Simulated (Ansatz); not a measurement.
Total energies of CH7B2NOS (`CNBB(O)S`).

Cartesian coordinates in Å:
```
C -2.3494 0.1084 0.2832
N -0.9864 0.0673 -0.1927
B 0.1707 0.0156 0.5661
B 1.6987 -0.0466 -0.1870
O 2.7944 -0.6509 0.3539
S 1.8947 0.7278 -1.8193
H -2.8620 1.0138 -0.0559
H -2.3457 0.1011 1.3727
H -2.9220 -0.7557 -0.0676
H -0.9091 0.0770 -1.2001
H 0.0327 -0.0078 1.7645
H 2.6112 -1.0184 1.2223
H 3.1721 0.3686 -2.0403
```

Charge 0, multiplicity 1. The structure was optimised at the PBE0-D4/def2-TZVP level. It is one conformer, not always the lowest. Basis def2-TZVPP, the Gaussian-basis code of Ansatz.

RPA on PBE orbitals: Hartree–Fock energy of these orbitals -618.30168 Eh, correlation -1.65200 Eh (frozen core).

| functional | energy without D4 (Eh) | D4 term (kJ/mol) |
| --- | --- | --- |
| PBE | -619.93710 | -25.6 |
| revPBE | -620.25278 | -80.9 |
| BLYP | -620.31248 | -56.5 |
| PBE0 | -619.99291 | -21.7 |
| B3LYP | -620.43061 | -41.1 |
| r2SCAN0 | -620.21393 | -7.7 |
| BHLYP | -620.27655 | -30.3 |
| ωB97X-V | -620.27145 | – |
| B2PLYP | -620.08835 | – |
| PBE-QIDH | -619.87540 | – |

Question: Give the same for LDA (SPW92), r2SCAN, B97M-V, r2SCANh, HSE06 (plane-wave form), CAM-B3LYP, LC-ωPBE, ωB97M-V. (Estimate.)

Answer: Computed: 
```tsv
functional	energy without D4 (Eh)	D4 term (kJ/mol)
LDA (SPW92)	-617.08522	–
r2SCAN	-620.24201	-6.6
B97M-V	-620.28750	–
r2SCANh	-620.23025	-7.0
HSE06 (plane-wave form)	-619.97312	-20.2
CAM-B3LYP	-620.30325	-22.0
LC-ωPBE	-620.13714	–
ωB97M-V	-620.28142	–
```

B3LYP takes the VWN-RPA correlation (the form of Gaussian; ORCA's B3LYP/G). HSE06 is the plane-wave form, built on full-range PBE exchange. The double hybrids freeze the cores in their second-order part.

LC-ωPBE has ω = 0.4 bohr⁻¹.
